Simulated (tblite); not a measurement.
C8H9F.
Structure used (GFN2-xTB), in Å, numbered top down from 1:
```
atom  x, y, z in Å
C1     0.746   -2.440    1.501
C2    -0.285   -1.702    1.105
C3    -0.216   -0.479    0.321
C4    -1.338    0.165   -0.009
C5    -1.401    1.426   -0.806
C6    -0.038    1.880   -1.198
F7    -0.031    3.025   -1.931
C8     1.095    1.278   -0.896
C9     1.143    0.018   -0.094
H10    0.601   -3.335    2.082
H11    1.767   -2.191    1.269
H12   -1.288   -2.012    1.374
H13   -2.295   -0.227    0.310
H14   -2.011    1.275   -1.706
H15   -1.898    2.214   -0.227
H16    2.037    1.687   -1.229
H17    1.648   -0.760   -0.678
H18    1.754    0.186    0.800
```

Level: GFN2-xTB in tblite, geometry and Hessian alike; calculated harmonic values, unscaled, isolated species. The method is semi-empirical: single wavenumbers can be off by several per cent or more. One conformer, not necessarily the lowest.

Harmonic wavenumbers (cm⁻¹): 50.3, 98.1, 209.8, 231.3, 260.7, 350.5, 381.8, 395.2, 425.9, 502.8, 554.1, 647.9, 685.7, 798.1, 804.6, 831.2, 886.9, 939.6, 944.9, 970.0, 997.4, 1011.4, 1049.6, 1105.0, 1132.4, 1135.4, 1167.3, 1190.5, 1269.2, 1275.5, 1315.8, 1352.6, 1364.1, 1415.7, 1445.3, 1459.8, 1669.1, 1697.5, 1771.9, 2891.1, 2905.6, 2929.0, 2937.4, 3048.3, 3059.8, 3090.5, 3112.6, 3134.6.

A = 4505, B = 955.6, C = 796.1 MHz; mass 124.069 u (most abundant isotopes); point group Cs, symmetry number 1.

Problem. What is the zero-point energy?

Solution. Half the sum of the wavenumbers: 31452 cm⁻¹ = 89.93 kcal/mol.

Problem. What is S at 500 K and 1 bar for an ideal gas of classical rigid rotors and harmonic oscillators?

Solution. Translation 42.96, rotation 30.47, vibration 39.96: S = 113.4 cal/(mol K).

Problem. And Cp and H(500 K) − H(0)?

Solution. Cp = 53.12 cal/(mol K), of which vibrations give 45.17 (their classical limit is 48 R = 95.4); H(500 K) − H(0) = 14.92 kcal/mol without the zero-point energy, 10.94 from vibrations.

Problem. Which modes carry the vibrational entropy at 500 K?

Solution. 50.3 cm⁻¹: 5.83; 98.1 cm⁻¹: 4.51; 209.8 cm⁻¹: 3.02; 231.3 cm⁻¹: 2.83; 260.7 cm⁻¹: 2.60; 350.5 cm⁻¹: 2.05 cal/(mol K); the other 42 give 19.11 together.

Problem. What must be added to the electronic energy to get the Gibbs energy at 500 K and 1 bar?

Solution. ZPE + [H(500 K) − H(0)] − T·S = 89.93 + 14.92 − 56.69 = 48.16 kcal/mol.

Hindered rotation and anharmonicity are outside this model. Other conformers, if any are populated, would add a mixing term that is left out.

Time: 2.0 s wall, 1.8 s CPU. Hardware: Intel Xeon at 2.50 GHz, one thread, shared host with 64 logical CPUs at a one-minute load of 11. This covers the Hessian and the dipole derivatives.
